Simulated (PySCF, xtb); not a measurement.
Cd(Br)(SiH3) (BrCdH₃Si), SMILES [SiH3][Cd][Br].

xtb with GFN2-xTB at its own geometry gives an orbital gap of 3.22 eV and a dipole moment of 7.15 D.

Geometry optimised at PBE0-D3(BJ)/def2-SVP. The structure was generated by enumeration; whether it is a known compound was not checked. The def2 effective core potentials stand for the cores of Cd; spin–orbit coupling is left out.

Problem. What does PBE/def2-TZVPD (PySCF) give? (Estimate from the structure and the level; the computed values follow.)

Solution. gap 4.74 eV (levels -6.76 and -2.02 eV), dipole 2.65 D.
